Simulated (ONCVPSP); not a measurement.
## Configuration tests for beryllium (ONCV)

ONCVPSP 4.0.1 input, shortened (lines: element, Z, core and valence counts, functional; n l f; lmax; l rc ep ncon nbas qcut; lloc lpopt rc5 dvloc0; l nproj debl; icmod fcfact rcfact), PBE, scalar-relativistic:

```
  Be 4.00    1    2        4      upf
    1    0    2.00
    2    0    1.50
    2    1    0.50
    2
    0    2.15    0.00    4    8    3.50
    1    3.60    0.00    5    9    4.80
    2    3.70    0.47    4    8    2.50
    4    5    2.10    0.00
    0    2    1.60
    1    2    1.00
    2    2    2.60
    0    0.00    0.00
```

Energies are relative to the spin-unpolarised reference configuration 2s1.5 2p0.5; without spin polarisation the order of configurations can differ from experiment.

```
valence configuration  charge  ΔE all-electron (eV)  error AE − PS (meV)
              2s2 2p0       0                -1.801                 -1.5
              2s1 2p1       0                 1.811                 -1.0
```

Q: What are ΔE and the potential's error for 2s1.5 2p0?

A: ΔE = 1.960 eV all-electron; the error (AE − PS) is +6.1 meV.

Q: What are ΔE and the potential's error for 2s1 2p0?

A: ΔE = 7.749 eV all-electron; the error (AE − PS) is +22 meV.

Levels in the configuration 2s1 2p1:

```json
{"level": "2s", "all-electron (eV)": "-6.165", "pseudo (eV)": "-6.174"}
{"level": "2p", "all-electron (eV)": "-2.535", "pseudo (eV)": "-2.541"}
```

Note: no bound ghost flagged; GHOST(+) flagged for d at 81.3 eV, d at 392.4 eV.
